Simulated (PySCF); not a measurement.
Compound: C₅H₁₀O₂.
SMILES with atom numbers: `[CH3:1][C:2](=[O:3])[O:4][CH:5]([CH3:6])[CH3:7]` (hydrogens: H8, H9, H10 on C1; H11 on C5; H12, H13, H14 on C6; H15, H16, H17 on C7)

Structure optimised with GFN2-xTB, isolated species.

(1) List the bond lengths, angles and torsions at this level.

## Answers

(1) 
```
                   bond  length (Å)
                  C1–C2       1.508
                  C2=O3       1.203
                  C2–O4       1.334
                  O4–C5       1.438
           C5–C6, C5–C7       1.523
   C1–H8, C1–H9, C1–H10       1.087
                 C5–H11       1.098
C6–H12 and 5 like bonds       1.087
```

Bonds in one row agree within 0.01 Å and their mean is given. A selection of angles:
```
     angle  degrees
  C2–C1–H8    109.3
  H8–C1–H9    110.1
 H8–C1–H10    108.1
  C1–C2–O3    125.0
  C1–C2–O4    110.7
  O3–C2–O4    124.3
  C2–O4–C5    117.6
  O4–C5–C6    107.1
  O4–C5–C7    109.6
 O4–C5–H11    107.7
  C6–C5–C7    112.2
 C6–C5–H11    110.6
 C7–C5–H11    109.4
 C5–C6–H12    109.8
H12–C6–H13    109.2
```

Dihedral angles: C1–C2–O4–C5 179° (antiperiplanar); C2–O4–C5–C6 155° (antiperiplanar). The mirror-image conformer, all signs reversed, is as good.

The 3 C–O bonds span 1.203 Å (C2=O3, drawn double) to 1.438 Å (O4–C5, drawn single), a spread of 0.235 Å. Of the pairs four or more bonds apart, O3···H11 is among the closest relative to their van der Waals radii: 2.38 Å, 87 % of the sum of Bondi's values.

Point group: C1 (no symmetry element, even within 0.4 Å). Whether it is a minimum is left open (no frequencies). The numbers are those of one conformer.

All values are computed, not measured.
